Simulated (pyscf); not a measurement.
**H₃C–SiH•–SiH₃ (SMILES C[SiH][SiH3]), doublet**

Gas-phase minimum from PySCF at ωB97X-D3(BJ)/def2-SVP, one conformer. Other isomers of H₃C–SiH•–SiH₃ were not searched in full and may lie lower. 

```xyz
10

C     -1.8273     1.4037     0.2930
Si    -0.0835     0.8300    -0.1559
Si     0.0133    -1.3943    -0.8238
H     -2.5298     1.2003    -0.5300
H     -2.1880     0.8746     1.1915
H     -1.8471     2.4842     0.5041
H      0.8797     1.1291     0.9510
H     -0.8766    -1.5884    -2.0080
H      1.4106    -1.7534    -1.2061
H     -0.4389    -2.3327     0.2515
```
Charge 0, spin multiplicity 2.

Bond lengths (Å): C1–Si2 1.890, C1–H4 1.101, C1–H5 1.103, C1–H6 1.101, Si2–Si3 2.324, Si2–H7 1.498, Si3–H8 1.494, Si3–H9 1.493, Si3–H10 1.497. Angles (°): Si2–C1–H4 110.8, Si2–C1–H5 110.5, Si2–C1–H6 111.1, H4–C1–H5 108.2, H4–C1–H6 108.2, H5–C1–H6 108.0, C1–Si2–Si3 113.4, C1–Si2–H7 110.9, Si3–Si2–H7 112.1, Si2–Si3–H8 109.1, Si2–Si3–H9 110.0, Si2–Si3–H10 112.4, H8–Si3–H9 108.9, H8–Si3–H10 107.9 (the first ones only).

Properties at ωB97X-D3(BJ)/def2-SVP:

```yaml
harmonic_wavenumbers_unscaled: 91, 132, 139, 390, 439, 511, 538, 677, 722, 773, 873, 916, 950, 958, 1275, 1438, 1442, 2212, 2219, 2240, 2250, 3062, 3160, 3178 cm⁻¹
zero_point_energy: 43.7 kcal/mol
rotational_symmetry_number: 1
Entropy of this conformer at 298 K and 1 atm, rigid rotor and harmonic oscillator, modes under 100 cm⁻¹ raised to 100: 331.3 J/(mol K)
dipole_moment: 0.91 D
Spin expectation value S2: 0.752
```

Single-point totals, which compare only within one level (frozen core for MP2 and CC):

```tsv
level	total energy (hartree)
ωB97X-D3(BJ)/def2-TZVP	-621.36868
PBE/def2-TZVP	-620.91771
r²SCAN/def2-TZVP	-621.20513
B3LYP-D3(BJ)/def2-TZVP	-621.34948
PBE0-D3(BJ)/def2-TZVP	-620.99471
M06-2X/def2-TZVP	-621.20902
ωB97M-D3(BJ)/def2-TZVP	-621.37103
UHF/def2-TZVPP	-619.80803
MP2/def2-TZVPP	-620.22264
CCSD/def2-TZVPP	-620.27875
CCSD(T)/def2-TZVPP	-620.29571
```

Soft torsions are taken as harmonic, which can shift the entropy by several J/(mol K). The CCSD(T) − MP2 part came from Ansatz, without density fitting, on the same reference.
